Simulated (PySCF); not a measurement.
Ge(H)2(Cl)(Et) (C2H7ClGe), SMILES C[CH2][GeH2][Cl].

Geometry optimised at PBE0-D3(BJ)/def2-SVP. One conformer was computed; it need not be the lowest.

All values below come from PySCF with B3LYP/def2-TZVP.

Isolated molecule, no solvent.

Q: Estimate the frontier levels, gap, dipole moment and polarisability. (Estimate from the structure and the level; the computed values follow.)

A: 
```
Quantity                                                                                                       Result
---------------------------------------------------------------------------------------------  ----------------------
highest occupied level                                                                                       -8.04 eV
lowest empty level                                                                                           -0.18 eV
orbital gap                                                                                                   7.86 eV
dipole moment                                                                                                  2.49 D
quadrupole, principal values (traceless, Buckingham form, about the centre of nuclear charge)   -2.05, 0.43, 1.62 D·Å
mean static polarisability                                                                       66.9 bohr³ (9.91 Å³)
polarisability, principal values                                                               58.1, 68.3, 74.2 bohr³
```
